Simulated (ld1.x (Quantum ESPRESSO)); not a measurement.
# u(r) = r·R(r): atom against pseudo-atom (titanium)

Columns: radius, all-electron u(r) and pseudo u(r) of the 4p shell (level -6.61 eV) of titanium in the configuration [Ar] 3d2 4s1 4p0; PBE, scalar-relativistic, TM semilocal scheme, ld1.x (Quantum ESPRESSO) 7.5.

```tsv
r (bohr)	all-electron	pseudo
0.128	0.1269	0.0035
0.255	0.1013	0.0137
0.382	-0.0231	0.0294
0.510	-0.1420	0.0494
0.638	-0.2155	0.0718
0.765	-0.2400	0.0945
0.893	-0.2248	0.1165
1.020	-0.1823	0.1367
1.148	-0.1224	0.1555
1.275	-0.0542	0.1734
1.402	0.0171	0.1919
1.530	0.0884	0.2126
1.658	0.1565	0.2370
1.785	0.2195	0.2658
1.912	0.2772	0.2996
2.040	0.3294	0.3377
2.168	0.3756	0.3776
2.295	0.4156	0.4158
2.422	0.4500	0.4500
2.550	0.4791	0.4791
2.678	0.5030	0.5030
2.805	0.5218	0.5218
2.932	0.5361	0.5361
3.060	0.5463	0.5463
3.188	0.5526	0.5526
3.315	0.5552	0.5552
```

Task: How many radial nodes do the two functions have?

Result: The all-electron 4p function has n − l − 1 = 2; the pseudo-wave has 0, since the states of the same l below it are removed with the core.

Task: At about which radius was the pseudo-wave matched?

Result: 2.50 bohr. The columns agree to 0.0005 from 2.29 bohr on; several derivatives are matched, so the curves merge somewhat inside the radius.

Task: Is the pseudo-wave norm-conserving?

Result: Yes: the TM semilocal scheme keeps the norm inside the radius equal to the all-electron one, which fixes the energy derivative of the logarithmic derivative at the level.
